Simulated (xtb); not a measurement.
Cl3Tm, triplet, geometry from GFN2-xTB (such geometries of metal compounds can be far from the true shape) (GFN-xTB holds the 4f electrons in the core, so unpaired electrons go into valence orbitals and the state isn't the physical one); GFN0-xTB in xtb.

xtb was given this input:
```
$ xtb mol.xyz --gfn 0 --uhf 2 --acc 1000 --json

# file mol.xyz
4

Tm    -0.12019061    -0.35763648    -0.23406582
Cl     2.18662050     0.16168225    -0.23036563
Cl    -0.61488192    -0.40734893     2.07762022
Cl    -1.08390610     1.69725002    -0.89722273
```

Predict the main parts of the log of this xtb run.


```
   ID    Z sym.   atoms
    1   69 Tm     1
    2   17 Cl     2-4

           -------------------------------------------------
          |                Calculation Setup                |
           -------------------------------------------------

           -------------------------------------------------
          |                 G F N 0 - x T B                 |
           -------------------------------------------------

          ...................................................
          :                      SETUP                      :
          :.................................................:
          :  # basis functions                  40          :
          :  # atomic orbitals                  36          :
          :  # shells                           12          :
          :  # electrons                        24          :
          :  electronic temp.          300.0000000     K    :
          :  accuracy                 1000.0000000          :
          :  -> integral cutoff          0.2000000E+02      :
          :  -> integral neglect         0.1000000E-04      :
          ...................................................

         :::::::::::::::::::::::::::::::::::::::::::::::::::::
         ::                     SUMMARY                     ::
         :::::::::::::::::::::::::::::::::::::::::::::::::::::
         :: total energy             -13.983027962400 Eh    ::
         :: gradient norm              0.029777922530 Eh/a0 ::
         :: HOMO-LUMO gap              0.380714297404 eV    ::
         ::.................................................::
         :: H0 energy                -13.806896442199 Eh    ::
         :: repulsion energy           0.014670656628 Eh    ::
         :: electrostat energy        -0.189715747615 Eh    ::
         :: -> Gsolv                   0.000000000000 Eh    ::
         ::    -> Gsasa                0.000000000000 Eh    ::
         ::    -> Gshift               0.000000000000 Eh    ::
         :: dispersion energy         -0.001086429214 Eh    ::
         :: short-range corr.          0.000000000000 Eh    ::
         :: add. restraining           0.000000000000 Eh    ::
         :: total charge              -0.000000000000 e     ::
         :::::::::::::::::::::::::::::::::::::::::::::::::::::

           -------------------------------------------------
          |                Property Printout                |
[...]
        16                         -0.2244683              -6.1081
        17                         -0.2244683              -6.1081
        18                         -0.1431759              -3.8960
        19                         -0.0610963              -1.6625
        20                         -0.0604558              -1.6451
        21                         -0.0604558              -1.6451
        22                         -0.0604380              -1.6446
        23                         -0.0600723              -1.6347
        24                         -0.0600694              -1.6346
       ...                                ...                  ...
        36                          0.3576100               9.7311
      -------------------------------------------------------------
                  HL-Gap            0.0139910 Eh            0.3807 eV
             Fermi-level            0.0000000 Eh            0.0000 eV

     #   Z          covCN         q      C6AA      α(0)
     1  69 Tm       2.175     1.374   182.550    30.327
     2  17 Cl       0.725    -0.458   111.835    16.163
     3  17 Cl       0.725    -0.458   111.835    16.163
     4  17 Cl       0.725    -0.458   111.835    16.163

 Mol. C6AA /au·bohr⁶  :       1997.127117
 Mol. C8AA /au·bohr⁸  :     157508.397787
 Mol. α(0) /au        :         78.815619

Wiberg/Mayer (AO) data.
largest (>0.10) Wiberg bond orders for each atom

 ---------------------------------------------------------------------------
     #   Z sym  total        # sym  WBO       # sym  WBO       # sym  WBO
 ---------------------------------------------------------------------------
     1  69 Tm   1.832 --     2 Cl   0.611     4 Cl   0.611     3 Cl   0.611
     2  17 Cl   0.806 --     1 Tm   0.611
     3  17 Cl   0.806 --     1 Tm   0.611
     4  17 Cl   0.806 --     1 Tm   0.611
 ---------------------------------------------------------------------------

Topologies differ in total number of bonds
Writing topology from bond orders to xtbtopo.mol

 dipole moment from electron density (au)
     X       Y       Z
  -0.5537  -1.6474  -1.0782  total (Debye):    5.199

           -------------------------------------------------
          | TOTAL ENERGY              -13.983027962400 Eh   |
          | GRADIENT NORM               0.029777922530 Eh/α |
          | HOMO-LUMO GAP               0.380714297404 eV   |
           -------------------------------------------------

normal termination of xtb
```
